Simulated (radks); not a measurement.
Initial-state core-level shifts of the manganese ion Mn3+ when its valence configuration changes from [Ar] 3d4. Calculated with a radial shooting solver on a logarithmic mesh with Libxc functionals: scalar-relativistic Kohn-Sham, BLYP, spin-polarised, spherical densities, finite nucleus; open shells are filled with parallel spins first; Fermi nuclear charge, rms radius 3.7057 fm. Shifts are changes of the shell-averaged eigenvalues in eV (positive: less bound); the change of the density at the nucleus, which sets a Mossbauer isomer shift, is in e/bohr^3, on a base of 1.326e+04.

valence,1s,2s,3s,3p,density at nucleus
3d3.5 4p0.5,-4.985,-5.578,-4.609,-4.469,+1.458
3d3 4p1,-10.183,-11.422,-9.320,-9.035,+3.091
3d2 4s1 4p1,-20.167,-22.830,-17.951,-17.380,+20.273
3d2 4p2,-21.194,-23.870,-18.984,-18.403,+6.869
3d3 4s1,-9.085,-10.327,-8.214,-7.940,+15.267
3d2 4s0.5 4p1.5,-20.683,-23.352,-18.469,-17.894,+13.587
3d2.5 4s1.5,-14.091,-15.998,-12.613,-12.199,+23.652
3d1 4s1 4p2,-32.047,-36.309,-27.936,-27.075,+26.072
3d1.5 4s1.5 4p1,-25.671,-29.085,-22.564,-21.855,+29.943
